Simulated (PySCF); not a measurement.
Simulation results for AlBFH2O, AlBClH4Si, CH4AlO2, H2O2Si2 and others

Calculation on a computer-drawn molecule: the log of a Hartree-Fock and frozen-core CCSD(T) single point meant for a local Hartree-Fock minimum, with one planted fault or none, to be diagnosed. Offsets are logged minus clean, where the clean run is the same molecule without the fault. The reference is restricted for singlets and unrestricted otherwise, and also for a bond in bohr or an excited solution. Adding or removing an electron swaps singlet and doublet. The excited solution moves the top pair (singlet) or top alpha electron (doublet) to the lowest empty orbital. Highest occupied and lowest empty are orbital energies over both spins, largest force is the largest gradient component, triples share is (T) over the correlation energy, the T1 limit is 0.02 restricted and 0.045 unrestricted, electrons count all cores, a negative frequency is imaginary (commonest isotopes), and the dipole is about the centre of nuclear charge. Program: PySCF 2.14.0.

Common to all runs: logged SCF converged yes; logged CC converged yes; logged SCF stable within its kind yes; possible faults no fault, one electron removed, one electron added, multiplicity raised by two, geometry at a saddle point, SCF held on an excited solution, minimal basis STO-3G, one bond length entered in bohr, all coordinates scaled.

(1) 
```xyz
6
formula=AlBFH2O meant_charge=1 meant_multiplicity=1 meant_basis=cc-pV(D+d)Z logged_electrons=36 logged_basis_functions=75 logged_spin_squared=2.0062 logged_highest_occupied=-12.894 logged_lowest_empty=-7.9869 logged_largest_force=0.031849 logged_T1_diagnostic=0.028215 logged_D1_diagnostic=0.12793 logged_triples_share=0.024384 logged_dipole_magnitude=5.2344 logged_energy_HF=-441.77516 logged_energy_CCSD(T)=-442.28911 planted_fault=multiplicity_raised_by_two HF_energy_offset_from_clean_run=90.14 CCSD(T)_energy_offset_from_clean_run=100.1
O      1.3960    -1.3471    -3.1059
B      1.8486    -1.6502    -1.9177
Al     2.9857     0.0712    -1.0507
F      3.8048     1.3153    -0.4269
H      0.8931    -2.0113    -3.5719
H      1.7551    -2.6372    -1.2670
```

Units: logged_highest_occupied, logged_lowest_empty in eV; logged_largest_force in hartree/bohr; logged_dipole_magnitude in debye; logged_energy_HF, logged_energy_CCSD(T) in hartree; HF_energy_offset_from_clean_run, CCSD(T)_energy_offset_from_clean_run in kcal/mol.

Drawn bonds:
```csv
atom,other atom,order
1,2,1
2,3,1
3,4,1
1,5,1
2,6,1
```

(2) 
```xyz
8
formula=AlBClH4Si meant_charge=1 meant_multiplicity=1 meant_basis=cc-pV(D+d)Z logged_electrons=51 logged_basis_functions=103 logged_spin_squared=0.7758 logged_highest_occupied=-20.781 logged_lowest_empty=-12.654 logged_largest_force=0.053618 logged_T1_diagnostic=0.024631 logged_D1_diagnostic=0.094304 logged_triples_share=0.030337 logged_dipole_magnitude=7.2615 logged_energy_HF=-1016.58398 logged_energy_CCSD(T)=-1016.98511 planted_fault=one_electron_removed HF_energy_offset_from_clean_run=317.9 CCSD(T)_energy_offset_from_clean_run=331.9
Al     0.1610    -0.4865     0.8111
B      1.4276    -0.9806    -0.9189
Si     1.4328    -0.1691    -2.7346
Cl     0.2139    -0.8464    -4.1420
H     -1.1669    -1.3085     0.9075
H      0.7384     0.6230     1.7521
H      2.2354    -1.8557    -0.7742
H      2.1920     1.0125    -3.1511
```

Units: logged_highest_occupied, logged_lowest_empty in eV; logged_largest_force in hartree/bohr; logged_dipole_magnitude in debye; logged_energy_HF, logged_energy_CCSD(T) in hartree; HF_energy_offset_from_clean_run, CCSD(T)_energy_offset_from_clean_run in kcal/mol.

Drawn bonds:
```csv
atom,other atom,order
1,2,1
2,3,1
3,4,1
1,5,1
1,6,1
2,7,1
3,8,1
```

(3) 
```xyz
8
formula=CH4AlO2 meant_charge=0 meant_multiplicity=2 meant_basis=cc-pV(D+d)Z logged_electrons=39 logged_basis_functions=85 logged_spin_squared=1.467 logged_highest_occupied=-8.9837 logged_lowest_empty=1.1226 logged_largest_force=0.02875 logged_T1_diagnostic=0.053478 logged_D1_diagnostic=0.25408 logged_triples_share=0.030567 logged_dipole_magnitude=1.5298 logged_energy_HF=-431.7984 logged_energy_CCSD(T)=-432.39567 planted_fault=one_bond_length_entered_in_bohr,row_5_of_the_drawn_bonds HF_energy_offset_from_clean_run=76.28 CCSD(T)_energy_offset_from_clean_run=76.73
C      1.0956    -2.2732     0.3173
O      0.4115    -1.2625     0.9816
Al    -0.3734     0.2112     0.7973
O     -0.5107     0.9614    -0.7136
H      1.1852    -2.0746    -0.7565
H      2.9991    -2.4754     1.0914
H      0.5769    -3.2266     0.4431
H     -0.1981     0.6804    -1.5579
```

Units: logged_highest_occupied, logged_lowest_empty in eV; logged_largest_force in hartree/bohr; logged_dipole_magnitude in debye; logged_energy_HF, logged_energy_CCSD(T) in hartree; HF_energy_offset_from_clean_run, CCSD(T)_energy_offset_from_clean_run in kcal/mol.

Drawn bonds:
```csv
atom,other atom,order
1,2,1
2,3,1
3,4,1
1,5,1
1,6,1
1,7,1
4,8,1
```

Notes: T1 above single-reference limit.

(4) 
```xyz
6
formula=H2O2Si2 meant_charge=0 meant_multiplicity=1 meant_basis=cc-pV(D+d)Z logged_electrons=46 logged_basis_functions=84 logged_spin_squared=0 logged_highest_occupied=-8.9827 logged_lowest_empty=-0.26844 logged_largest_force=2.111e-05 logged_lowest_frequency=61.939 logged_T1_diagnostic=0.023848 logged_D1_diagnostic=0.081401 logged_triples_share=0.031806 logged_dipole_magnitude=4.2913 logged_energy_HF=-728.74359 logged_energy_CCSD(T)=-729.33676 planted_fault=no_fault HF_energy_offset_from_clean_run=0 CCSD(T)_energy_offset_from_clean_run=0
O     -0.0647    -1.4981    -1.0241
Si     0.8796    -0.6009    -0.2715
Si     0.2340     1.3243     1.1549
O      1.7671     1.7468     1.5861
H      2.3653    -0.8139    -0.3296
H      2.5577     1.3061     1.3050
```

Units: logged_highest_occupied, logged_lowest_empty in eV; logged_largest_force in hartree/bohr; logged_lowest_frequency in cm⁻¹; logged_dipole_magnitude in debye; logged_energy_HF, logged_energy_CCSD(T) in hartree; HF_energy_offset_from_clean_run, CCSD(T)_energy_offset_from_clean_run in kcal/mol.

Drawn bonds:
```csv
atom,other atom,order
1,2,2
2,3,1
3,4,1
2,5,1
4,6,1
```

Notes: T1 above single-reference limit.

(5) 
```xyz
8
formula=H4O2Si2 meant_charge=0 meant_multiplicity=1 meant_basis=cc-pV(D+d)Z logged_electrons=48 logged_basis_functions=94 logged_spin_squared=2.0232 logged_highest_occupied=-6.9316 logged_lowest_empty=-0.018896 logged_largest_force=0.15531 logged_T1_diagnostic=0.046275 logged_D1_diagnostic=0.29689 logged_triples_share=0.026116 logged_dipole_magnitude=1.0675 logged_energy_HF=-729.86754 logged_energy_CCSD(T)=-730.44511 planted_fault=multiplicity_raised_by_two HF_energy_offset_from_clean_run=56.53 CCSD(T)_energy_offset_from_clean_run=80.45
O     -2.5522     0.0078    -0.8101
Si    -2.0616     0.6284     0.4717
Si    -0.4126    -0.6383     1.5915
O     -0.2294    -1.9431     0.6091
H     -2.5604     1.9213     0.9967
H      0.8455     0.1241     1.7235
H     -0.8674    -1.0330     2.9401
H     -0.7648    -1.9718    -0.1746
```

Units: logged_highest_occupied, logged_lowest_empty in eV; logged_largest_force in hartree/bohr; logged_dipole_magnitude in debye; logged_energy_HF, logged_energy_CCSD(T) in hartree; HF_energy_offset_from_clean_run, CCSD(T)_energy_offset_from_clean_run in kcal/mol.

Drawn bonds:
```csv
atom,other atom,order
1,2,2
2,3,1
3,4,1
2,5,1
3,6,1
3,7,1
4,8,1
```

Notes: T1 above single-reference limit.

(6) 
```xyz
9
formula=CH5BSi2 meant_charge=0 meant_multiplicity=1 meant_basis=cc-pV(D+d)Z logged_electrons=45 logged_basis_functions=99 logged_spin_squared=0.8715 logged_highest_occupied=-0.98639 logged_lowest_empty=5.4974 logged_largest_force=0.03614 logged_T1_diagnostic=0.030363 logged_D1_diagnostic=0.15662 logged_triples_share=0.039222 logged_dipole_magnitude=2.4292 logged_energy_HF=-643.24044 logged_energy_CCSD(T)=-643.72655 planted_fault=one_electron_added HF_energy_offset_from_clean_run=-6.77 CCSD(T)_energy_offset_from_clean_run=-19.06
B     -0.5903    -0.6173    -1.2193
C      0.5794    -0.9437    -2.1807
Si     0.8047    -2.4895    -3.2039
Si     1.8069     0.2583    -2.3139
H     -0.6221     0.4235    -0.6046
H     -1.4983    -1.3875    -1.0568
H     -0.4584    -3.2131    -2.7758
H      1.7965     1.5368    -1.5820
H      2.9974     0.1389    -3.1731
```

Units: logged_highest_occupied, logged_lowest_empty in eV; logged_largest_force in hartree/bohr; logged_dipole_magnitude in debye; logged_energy_HF, logged_energy_CCSD(T) in hartree; HF_energy_offset_from_clean_run, CCSD(T)_energy_offset_from_clean_run in kcal/mol.

Drawn bonds:
```csv
atom,other atom,order
1,2,1
2,3,1
2,4,2
1,5,1
1,6,1
3,7,1
4,8,1
4,9,1
```

(7) 
```xyz
9
formula=CH6BSi meant_charge=1 meant_multiplicity=1 meant_basis=cc-pV(D+d)Z logged_electrons=30 logged_basis_functions=25 logged_spin_squared=0 logged_highest_occupied=-16.827 logged_lowest_empty=-1.8794 logged_largest_force=0.022261 logged_T1_diagnostic=0.013452 logged_D1_diagnostic=0.047027 logged_triples_share=0.018167 logged_dipole_magnitude=4.9569 logged_energy_HF=-350.62476 logged_energy_CCSD(T)=-350.79853 planted_fault=minimal_basis_STO-3G HF_energy_offset_from_clean_run=2547 CCSD(T)_energy_offset_from_clean_run=2665
B     -1.0191    -0.8631     0.4410
C     -0.0517    -1.1458    -0.6043
Si     1.0173    -2.7999    -0.3186
H     -1.7894    -0.6670     1.3057
H     -0.5747    -1.2669    -1.5642
H      0.6633    -0.3131    -0.6749
H      1.7329    -2.6102     0.9507
H      1.8950    -2.8390    -1.4919
H      0.0516    -3.9059    -0.2628
```

Units: logged_highest_occupied, logged_lowest_empty in eV; logged_largest_force in hartree/bohr; logged_dipole_magnitude in debye; logged_energy_HF, logged_energy_CCSD(T) in hartree; HF_energy_offset_from_clean_run, CCSD(T)_energy_offset_from_clean_run in kcal/mol.

Drawn bonds:
```csv
atom,other atom,order
1,2,1
2,3,1
1,4,1
2,5,1
2,6,1
3,7,1
3,8,1
3,9,1
```

(8) 
```xyz
8
formula=AlH4N2Si meant_charge=0 meant_multiplicity=2 meant_basis=cc-pV(D+d)Z logged_electrons=45 logged_basis_functions=94 logged_spin_squared=0.7559 logged_highest_occupied=-7.0164 logged_lowest_empty=2.0383 logged_largest_force=3.525e-05 logged_lowest_frequency=74.076 logged_T1_diagnostic=0.018023 logged_D1_diagnostic=0.058637 logged_triples_share=0.031361 logged_dipole_magnitude=4.8287 logged_energy_HF=-642.10609 logged_energy_CCSD(T)=-642.62714 planted_fault=no_fault HF_energy_offset_from_clean_run=0 CCSD(T)_energy_offset_from_clean_run=0
N      0.0209     0.3563     1.2512
Si    -0.1661     0.5438    -0.4022
N     -0.4578    -0.5719    -1.4522
Al    -0.8865    -1.7306    -2.6846
H     -0.0409    -0.5298     1.7138
H      0.2172     1.1157     1.8730
H      0.0013     1.9778    -0.6811
H      0.2639    -2.5284    -3.4672
```

Units: logged_highest_occupied, logged_lowest_empty in eV; logged_largest_force in hartree/bohr; logged_lowest_frequency in cm⁻¹; logged_dipole_magnitude in debye; logged_energy_HF, logged_energy_CCSD(T) in hartree; HF_energy_offset_from_clean_run, CCSD(T)_energy_offset_from_clean_run in kcal/mol.

Drawn bonds:
```csv
atom,other atom,order
1,2,1
2,3,1
3,4,2
1,5,1
1,6,1
2,7,1
4,8,1
```

(9) 
```xyz
4
formula=FH2Si meant_charge=1 meant_multiplicity=1 meant_basis=cc-pV(D+d)Z logged_electrons=25 logged_basis_functions=47 logged_spin_squared=0.7704 logged_highest_occupied=-7.4296 logged_lowest_empty=2.2954 logged_largest_force=0.044191 logged_T1_diagnostic=0.014112 logged_D1_diagnostic=0.038594 logged_triples_share=0.01679 logged_dipole_magnitude=1.4432 logged_energy_HF=-389.51461 logged_energy_CCSD(T)=-389.81599 planted_fault=one_electron_added HF_energy_offset_from_clean_run=-158.1 CCSD(T)_energy_offset_from_clean_run=-163.8
F     -0.4670     1.0251     0.6251
Si     0.8621     0.9942     1.4253
H      1.2307    -0.2919     1.9930
H      1.5801     2.2550     1.5114
```

Units: logged_highest_occupied, logged_lowest_empty in eV; logged_largest_force in hartree/bohr; logged_dipole_magnitude in debye; logged_energy_HF, logged_energy_CCSD(T) in hartree; HF_energy_offset_from_clean_run, CCSD(T)_energy_offset_from_clean_run in kcal/mol.

Drawn bonds:
```csv
atom,other atom,order
1,2,1
2,3,1
2,4,1
```

(10) 
```xyz
8
formula=B3H4N meant_charge=0 meant_multiplicity=1 meant_basis=cc-pVDZ logged_electrons=26 logged_basis_functions=76 logged_spin_squared=0 logged_highest_occupied=-11.32 logged_lowest_empty=1.5045 logged_largest_force=0.064042 logged_T1_diagnostic=0.016637 logged_D1_diagnostic=0.04957 logged_triples_share=0.031623 logged_dipole_magnitude=0.057384 logged_energy_HF=-130.78578 logged_energy_CCSD(T)=-131.23425 planted_fault=all_coordinates_scaled,by_-3.7_% HF_energy_offset_from_clean_run=7.221 CCSD(T)_energy_offset_from_clean_run=11.19
B     -0.5167    -1.3429    -1.7005
B     -0.2711    -0.0900    -0.7112
B     -0.2844     1.4599    -1.2181
N     -0.2984     2.5790    -1.6082
H     -1.5792    -1.7639    -1.8886
H      0.3632    -1.8634    -2.2449
H     -0.0749    -0.2858     0.4135
H     -0.3066     3.4797    -1.9057
```

Units: logged_highest_occupied, logged_lowest_empty in eV; logged_largest_force in hartree/bohr; logged_dipole_magnitude in debye; logged_energy_HF, logged_energy_CCSD(T) in hartree; HF_energy_offset_from_clean_run, CCSD(T)_energy_offset_from_clean_run in kcal/mol.

Drawn bonds:
```csv
atom,other atom,order
1,2,1
2,3,1
3,4,2
1,5,1
1,6,1
2,7,1
4,8,1
```
